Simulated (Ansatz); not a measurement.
One geometry of the cluster Ga3H2, several levels of theory.

```yaml
crystal:
  periodic: [false, false, false]
  atoms:
    - {symbol: Ga, position_ang: [1.070962, -0.631393, 0.557460]}
    - {symbol: Ga, position_ang: [0.940311, -0.134829, -1.815492]}
    - {symbol: Ga, position_ang: [-1.035424, 0.626653, -0.627113]}
    - {symbol: H, position_ang: [-2.427160, 1.225970, -0.146961]}
    - {symbol: H, position_ang: [1.451311, -1.086401, 2.032106]}
basis:
  gaussian: {orbitals: def2-TZVP, initial_orbitals: start.molden}
magnetization: {spin_polarized: true, initial_magnetization: 1}
hamiltonian: {xc: {name: B3LYP}, dispersion: d4}
scf: {omitted_lower_state_checks: [starts]}
output: {orbitals: {seedname: orbitals}}
```

The file start.molden holds the orbitals of an earlier run on this structure, at another level or in another basis.

```sh
$ ansatz run in.yaml --threads 4 --pin off --events-out ev --progress --plain --max-ram 3916MiB
```

It prints (some lines left out):

```
Functional definition: B3LYP
  name "B3LYP"
  cite "Stephens, Devlin, Chabalowski & Frisch, J. Phys. Chem. 98, 11623 (1994) doi:10.1021/j100096a001"
  cite "Becke, Phys. Rev. A 38, 3098 (1988) doi:10.1103/PhysRevA.38.3098"
  cite "Lee, Yang & Parr, Phys. Rev. B 37, 785 (1988) doi:10.1103/PhysRevB.37.785"
  cite "Vosko, Wilk & Nusair, Can. J. Phys. 58, 1200 (1980) doi:10.1139/p80-159"
  parameter a0 = 0.2
  parameter ax = 0.72
  parameter ac = 0.81
  exchange = (1 - a0 - ax)*slater_x + ax*b88_x + a0*exact_x
  correlation = (1 - ac)*vwn_rpa_c + ac*lyp_c
these checks for a lower state are left out or cut short: starts
1071 factors; integrals over basis functions are off by at most 9.1e-4 eV
mean field evaluation 1: about -157170.0339 eV, gradient 3.9e0 eV
mean field evaluation 2: about -157170.0843 eV, gradient 6.0e-2 eV
mean field evaluation 4: about -157170.0947 eV, gradient 2.6e-4 eV
mean field -157170.09467186 eV, -5775.8944454744 hartree, gradient 7.4e-6 eV, S^2 0.751744; 0 other end points of the search recorded, 0 dependent functions left out
reference -157170.09491648 eV, -5775.8944544640 hartree; 48, 47 occupied and 108, 109 virtual orbitals, 1071 factors
Total energy: -157170.31614945 eV, -5775.9025846259 hartree
Checks for a lower state left out: starts
```

Run time 4.2 s (4 threads of Arm Neoverse V2 on a shared host).

The first input with `hamiltonian: {xc: pbe}`, `correlation: {method: rpa}` and without the key `output` (abridged; 3.5 s):

```
Functional definition: PBE
mean field -157142.23985588 eV, -5774.8707998678 hartree, gradient 4.1e-6 eV, S^2 0.752398
27 core orbitals not correlated: weight in the atoms' cores, before any rotation towards them, 1.000 or more for the frozen orbitals, at most 0.000 for the correlated occupied ones
Total energy: -157058.67828475 eV, -5771.7999687687 hartree
Checks for a lower state left out: starts
```

As the first input, with `correlation: {method: mp2}` and without the key `hamiltonian` (abridged; 4.2 s):

```
Functional definition: HF
mean field -157033.45920165 eV, -5770.8731845590 hartree, gradient 2.5e-6 eV, S^2 0.897971
27 core orbitals not correlated: weight in the atoms' cores, before any rotation towards them, 1.000 or more for the frozen orbitals, at most 0.000 for the correlated occupied ones
second order -17.61457675 eV of doubles, -0.00000000 eV of singles
Total energy: -157051.07377840 eV, -5771.5205083149 hartree
Checks for a lower state left out: starts
```

First input, but with `hamiltonian: {xc: hf}` (abridged; 3.6 s):

```
Functional definition: HF
mean field -157033.45920165 eV, -5770.8731845590 hartree, gradient 2.7e-5 eV, S^2 0.897973
Total energy: -157033.45920165 eV, -5770.8731845590 hartree
Checks for a lower state left out: starts
```

The first input with `gaussian: {orbitals: def2-TZVPD, initial_orbitals: start.molden}`, `hamiltonian: {xc: pbe0, dispersion: d4}` (abridged; 6 s):

```
Functional definition: PBE0
mean field -157145.23352957 eV, -5774.9808153466 hartree, gradient 9.6e-6 eV, S^2 0.753374
Total energy: -157145.34793177 eV, -5774.9850195501 hartree
Checks for a lower state left out: starts
```

Geometry: r2SCAN-D4/def2-SVP.

B3LYP takes the VWN-RPA correlation. Correlated methods freeze 27 core orbitals; core or outer-core shells of Ga are correlated, in sets that lack core-valence functions. At MP2/def2-TZVP, HF/def2-TZVP the charge 0 doublet is spin-contaminated (final ⟨S²⟩ up to 0.90, 0.75 for a pure state). The structure comes from a short search, and lower isomers may exist.
